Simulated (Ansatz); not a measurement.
Isolated molecules relaxed with PBE0-D4/def2-TZVP in Ansatz; ΔE leaves out vibrations. CCSD(T)/CBS adds triple-zeta CCSD(T) − MP2 to the extrapolated MP2 energy (def2 sets, frozen cores). For Ga outer-core shells are correlated without core-valence functions, which leaves a few kJ/mol of doubt a bond. Scalar relativity is left out up to krypton. One conformer a species, not always the lowest.

Consider the formal exchange of groups at a C–Ga bond: `[NH2][GaH][CH]=O` + `CC1CO1` → `O=CCC1CO1` + `[NH2][GaH2]`.

`[NH2][GaH][CH]=O`:

Z-matrix (Å, degrees):
```
N
Ga 1 1.805
H 1 1.007 2 121.4
H 1 1.005 2 125.9 3 179.7
C 2 2.031 1 110.0 3 0.2
H 2 1.561 1 121.0 3 -180.0
O 5 1.206 2 119.0 1 -0.2
H 5 1.118 2 122.4 1 179.8
```

`CC1CO1`:

Cartesian coordinates in Å:
```
C -0.864 -0.804 -0.407
C -0.147 0.486 -0.165
C 1.048 0.566 0.668
O 1.143 0.617 -0.746
H -0.183 -1.648 -0.291
H -1.691 -0.921 0.299
H -1.277 -0.832 -1.418
H -0.753 1.388 -0.251
H 1.433 -0.342 1.127
H 1.291 1.491 1.185
```

`O=CCC1CO1`:

Z-matrix (Å, degrees):
```
C
C 1 1.499
C 1 1.497 2 113.9
H 1 1.097 2 108.3 3 -123.6
H 1 1.099 2 107.5 3 123.3
O 2 1.200 1 124.7 3 -0.4
H 2 1.112 1 114.7 3 179.8
C 3 1.456 1 121.6 2 -95.7
O 3 1.418 1 115.8 2 -164.0
H 3 1.088 1 115.5 2 58.1
H 8 1.088 3 119.3 1 0.4
H 8 1.086 3 119.6 1 153.1
```

`[NH2][GaH2]`:

```xyz
6

N     0.551    0.541   -0.559
Ga   -0.498   -0.488    0.504
H     0.479    1.542   -0.622
H     1.274    0.178   -1.156
H    -1.569    0.254    1.363
H    -0.238   -2.027    0.469
```

```json
{"species": "`[NH2][GaH][CH]=O`", "CCSD/def2-TZVPP energy (Eh)": "-2093.65957"}
{"species": "`CC1CO1`", "CCSD/def2-TZVPP energy (Eh)": "-192.76440"}
{"species": "`O=CCC1CO1`", "CCSD/def2-TZVPP energy (Eh)": "-305.90001"}
{"species": "`[NH2][GaH2]`", "CCSD/def2-TZVPP energy (Eh)": "-1980.52849"}
```

Question: Work out ΔE.

Answer: ΔE = (-305.90001) + (-1980.52849) − (-2093.65957) − (-192.76440) = -0.00453 Eh = -11.9 kJ/mol. CCSD(T)/CBS gives -9.2 kJ/mol.

Largest T1 diagnostic among the species: 0.016.

In def2-TZVPP, CCSD(T) changes the Hartree–Fock value by +10.2 kJ/mol (the triples alone add +1.3 kJ/mol) and MP2 by +9.0 kJ/mol. From PBE to PBE0 (25 % exact exchange), in def2-TZVPP and without D4, ΔE moves by −6.5 kJ/mol. At CCSD(T), def2-SVP lies −11.1 kJ/mol from the extrapolated value and def2-TZVPP −1.4 kJ/mol.
